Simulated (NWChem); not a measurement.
CH₅AlOSe; SMILES C[O][AlH][SeH]

```xyz
9

Al    -1.0585    -0.6948     0.0119
H     -2.6173    -0.4753     0.0509
O     -0.4744    -2.2791     0.0244
C      0.6760    -3.0533     0.0073
H      1.6020    -2.4490    -0.0276
H      0.7284    -3.6915     0.9070
H      0.6815    -3.7222    -0.8713
Se     0.4463     1.0695    -0.0618
H     -0.6600     2.0412    -0.0476
```
Atoms are numbered in this order, from 1.

Level: PBE0/def2-SVP (NWChem), optimised geometry, unscaled harmonic frequencies. This build's default masses of Se (78.918 u) and Br (79.917 u) are each other's, which moves their modes by up to 0.6 %.

Question: List the harmonic frequencies with IR intensities, and the thermochemistry.

Answer: 
```csv
frequency (cm⁻¹),IR intensity (km/mol)
51,0.1
63,4.1
129,15.0
208,11.6
234,0.0
379,20.5
463,107.6
578,53.4
649,85.6
741,175.8
1186,13.5
1190,0.2
1282,351.2
1473,1.8
1478,1.8
1485,20.2
1990,153.2
2450,6.5
3007,90.6
3089,45.5
3103,33.5
```

```
Property                                                                            Value
-----------------------------------------------------------------------  ----------------
zero-point energy                                                           36.0 kcal/mol
thermal correction to the enthalpy at 298.15 K (with zero-point energy)     41.2 kcal/mol
heat capacity Cv                                                         21.9 cal/(mol K)
entropy at 298.15 K and 1 atm (symmetry number 1)                        87.2 cal/(mol K)
dipole moment                                                                      0.36 D
```

Rigid rotor and harmonic oscillator; modes under 100 cm⁻¹ make the entropy uncertain.
